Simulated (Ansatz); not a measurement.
Calculated with Ansatz (gas phase, PBE0-D4/def2-TZVP geometries, no zero-point term in ΔE). CCSD(T)/CBS is the MP2 limit (def2-TZVPP, def2-QZVPP) plus CCSD(T) − MP2 in def2-TZVPP, frozen cores. This one scheme is used for every species. DFT in def2-TZVPP. B3LYP here is the variant with VWN-RPA as its local correlation; programs differ in this. def2 core potentials past Kr. For In outer-core shells are correlated without core-valence functions, which leaves a few kJ/mol of doubt a bond. One conformer a species, not always the lowest.

Consider the substitution at a C–C bond: `CC=N` + `[OH][In]([SH])[SH]` → `C[O][In]([SH])[SH]` + `C=N`.

**Question.** Is it downhill or uphill in electronic energy at CCSD(T)/CBS, and by how much? (Estimate.)

**Answer.** The calculation gave: Uphill: ΔE = +0.87 eV.

**Question.** What do these levels give: PBE0-D4, B3LYP-D4, CAM-B3LYP-D4, ωB97M-V, r2SCAN, r2SCANh, RPA@PBE/def2-TZVPP, CCSD(T)/def2-SVP, HF/def2-TZVPP, CCSD/def2-TZVPP, CCSD(T)/def2-TZVPP, HF/def2-QZVPP? (Estimate.)

**Answer.** Computed: PBE0-D4 0.90, B3LYP-D4 0.83, CAM-B3LYP-D4 0.85, ωB97M-V 0.88, r2SCAN 0.90, r2SCANh 0.91, RPA@PBE/def2-TZVPP 0.76, CCSD(T)/def2-SVP 0.73, HF/def2-TZVPP 0.82, CCSD/def2-TZVPP 0.85, CCSD(T)/def2-TZVPP 0.85, HF/def2-QZVPP 0.82 eV.

Largest T1 diagnostic among the species: 0.015.

From BLYP to BHLYP (50 % exact exchange), in def2-TZVPP and without D4, ΔE moves by +0.03 eV. At CCSD(T), def2-SVP lies −0.14 eV from the extrapolated value and def2-TZVPP −0.02 eV.
